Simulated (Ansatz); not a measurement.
Reaction (substitution at a C–Cl bond): `Cl[CH]([GeH3])Br` + H–F → `F[CH]([GeH3])Br` + HCl

Gas-phase electronic energies from Ansatz, PBE0-D4/def2-TZVP geometries. CCSD(T)/CBS is the MP2 limit (def2-TZVPP, def2-QZVPP) plus CCSD(T) − MP2 in def2-TZVPP, frozen cores. This one scheme is used for every species. For Br, Ge outer-core shells are correlated without core-valence functions, which leaves a few kJ/mol of doubt a bond. Scalar relativity is left out up to krypton.

| species | MP2/def2-TZVPP energy (Eh) |
| --- | --- |
| `Cl[CH]([GeH3])Br` | -5148.39042 |
| H–F | -100.33585 |
| `F[CH]([GeH3])Br` | -4788.40992 |
| HCl | -460.30264 |

**Question.** Work out ΔE.

**Answer.** ΔE = (-4788.40992) + (-460.30264) − (-5148.39042) − (-100.33585) = 0.01371 Eh = +8.6 kcal/mol. CCSD(T)/CBS gives +7.0 kcal/mol.

Largest T1 diagnostic among the species: 0.011.

From PBE to PBE0 (25 % exact exchange), in def2-TZVPP and without D4, ΔE moves by +0.9 kcal/mol. In def2-TZVPP, CCSD(T) changes the Hartree–Fock value by +4.5 kcal/mol (the triples alone add +0.7 kcal/mol) and MP2 by +7.9 kcal/mol.
